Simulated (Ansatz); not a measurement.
Consider the ligand exchange at a B–C bond: `C/C=C\BN` + `[SH][GeH3]` → `NB[S][GeH3]` + `C=CC`.

Computed with Ansatz on PBE0-D4/def2-TZVP structures; ΔE is electronic, products minus reactants. CCSD(T)/CBS adds triple-zeta CCSD(T) − MP2 to the extrapolated MP2 energy (def2 sets, frozen cores). Functionals use def2-TZVPP. For Ge outer-core shells are correlated without core-valence functions, which leaves a few kJ/mol of doubt a bond. Scalar relativity is left out up to krypton. One conformer a species, not always the lowest.

```json
{"level": "B97M-V", "ΔE (kJ/mol)": "-52.5"}
{"level": "r2SCANh-D4", "ΔE (kJ/mol)": "-54.4"}
{"level": "revPBE", "ΔE (kJ/mol)": "-52.3"}
{"level": "BHLYP", "ΔE (kJ/mol)": "-50.0"}
{"level": "MP2/def2-SVP", "ΔE (kJ/mol)": "-59.8"}
{"level": "CCSD/def2-SVP", "ΔE (kJ/mol)": "-56.2"}
{"level": "SCS-MP2/def2-TZVPP", "ΔE (kJ/mol)": "-55.7"}
{"level": "CCSD(T)/def2-TZVPP", "ΔE (kJ/mol)": "-53.9"}
```

Question: What does CCSD(T)/CBS give? (Best estimate.)

Answer: Computed: -54.3 kJ/mol. The listed levels differ from it by 1.8, -0.1, 2.0, 4.3, -5.5, -1.9, -1.4, 0.4 kJ/mol.

Largest T1 diagnostic among the species: 0.012.

Leaving LDA and LC-ωPBE aside and taking each functional with its dispersion term where it has one, the values, not all of them listed here, spread over 6.0 kJ/mol, from PBE-QIDH to BLYP-D4.
